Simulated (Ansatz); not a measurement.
Si₃W⁻, relaxed as a doublet with UKS PBE0-D4/def2-SVPD in Ansatz, starting from the GFN1-xTB geometry. Force threshold 0.02 eV/Å.

In the def2 sets W takes a core potential; there is no spin–orbit coupling. The charge -1 doublet is spin-contaminated (final ⟨S²⟩ up to 0.84, 0.75 for a pure state). No other spin state of charge -1 was run. Another isomer (doublet) lies 0.03 eV lower at PBE0-D4/def2-TZVPD; other spin states weren't run for this one.

Start:

```xyz
4

W    -0.889   -0.902    0.603
Si   -1.275    1.461    0.152
Si    1.364   -1.373   -0.198
Si    0.800    0.813   -0.556
```

(1) Estimate the energy that the relaxation releases and the steps that it takes.

(2) Does the start keep its bonding and symmetry?

(3) Predict the relaxed structure.

Answers

(1) 0.24 eV, in 5 steps; 24 s on 4 threads of Arm Neoverse V2 on a shared host. No frequencies were taken in this run, so the end may be a saddle point.

(2) By distances, no bond broke or formed. The bond that changes most is W1–Si3, from 2.44 to 2.32 Å (atoms count from 1). Point group C2v at the start, Cs at the end, both within 0.05 Å.

(3) 
```xyz
4

W    -0.823   -0.836    0.566
Si   -1.299    1.396    0.172
Si    1.300   -1.395   -0.173
Si    0.822    0.835   -0.565
```
Bond lengths: 3 × Si–W 2.32 to 2.60 Å; 2 × Si–Si 2.31 Å.
